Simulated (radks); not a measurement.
All-electron atom: Tl IV in [Xe] 4f14 5d9 5f1 (not the ground configuration). Method: Dirac Kohn-Sham, BLYP, spin-unpolarised, spherical densities, point nucleus; open shells fill j = l - 1/2 first; computed with a radial shooting solver on a logarithmic mesh with Libxc functionals.

Radial electron density D(r) = 4 pi r^2 rho(r):

```
   r/bohr * D(r) (the largest magnitude, 152, reaches the edge; | marks zero)
 0.003498 |                     *
 0.004072 |                         *
 0.004779 |                             *
 0.005564 |                                *
 0.006529 |                                    *
 0.007662 |                                       *
  0.00892 |                                         *
  0.01047 |                                          *
  0.01219 |                                          *
   0.0143 |                                        *
  0.01678 |                                       *
  0.01954 |                                     *
  0.02293 |                                     *
  0.02669 |                                       *
  0.03132 |                                           *
  0.03675 |                                                *
  0.04279 |                                                    *
  0.05021 |                                                      *
  0.05845 |                                                    *
   0.0686 |                                                *
   0.0805 |                                           *
  0.09371 |                                           *
     0.11 |                                              *
   0.1291 |                                                  *
   0.1502 |                                                  *
   0.1763 |                                           *
   0.2053 |                                  *
   0.2409 |                            *
   0.2827 |                             *
   0.3291 |                                *
   0.3862 |                                 *
   0.4496 |                           *
   0.5276 |                   *
   0.6191 |             *
   0.7207 |         *
   0.8458 |        *
   0.9846 |       *
    1.155 |     *
    1.356 |   *
    1.579 |  *
    1.852 |*
    2.157 |*
    2.531 *
     2.97 *
    3.457 *
    4.057 *
    4.723 *
    5.543 *
    6.505 *
    7.572 *
    8.886 *
    10.34 *
```

D(r) has 4 maxima, at r = 0.0110, 0.0502, 0.140, 0.359 bohr, and minima at 0.0217, 0.0893, 0.255 bohr, inside which lie 2.04, 11.01, 30.01 electrons.
